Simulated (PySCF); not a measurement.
Bonds: C1-C2, C2-O3, C2-C4, C4-C5, C5-N6, C4-C7, C7-C8, C8-Si9, Si9-C7. C1 carries H10, H11, H12; C4 carries H13; C5 carries H14; N6 carries H15; C7 carries H16; C8 carries H17, H18; Si9 carries H19, H20.

- shieldings: GIAO PBE0/pcSseg-1
- GFN2-xTB structure
- program: PySCF 2.14
- one averaged value for each set of equivalent atoms, isolated molecule, a single conformation, relativity neglected

Scale: 13C against TMS (reference shieldings calculated alike).

Problem. Do the 13C shifts follow the atomic charges (in e)? Tabulate both.

Solution. 
```csv
atoms,hybridisation,δ (ppm),σ para (ppm),Hirshfeld,IAO,Mulliken,ESP-fitted
C2,–,211.4,-277,+0.18,+0.39,+0.21,+0.50
C5,–,178.2,-245,+0.06,+0.05,+0.07,+0.41
C4,–,71.1,-137,-0.04,-0.18,-0.25,-0.18
C1,–,32.6,-98,-0.12,-0.48,-0.23,-0.43
C7,–,5.3,-70,-0.12,-0.36,-0.41,+0.04
C8,–,0.2,-66,-0.18,-0.53,-0.39,-0.67
```

Correlation coefficients of δ with charge over these carbons: Hirshfeld +0.98, IAO +0.96, Mulliken +0.98, ESP-fitted +0.86; with the paramagnetic shielding -1.00. With so few points these coefficients are fragile. Charge is one influence among several: hybridisation and low-lying excitations act through the paramagnetic term.

Shifts are as computed. Against solution values, carbons near 30 ppm lie about +3 ppm off and those near 130 ppm about +5 ppm. Of 1309 compounds with measured shifts, 239 miss one by over three times the rms of a fit or turn the order of signals round; such compounds aren't used in these exercises.
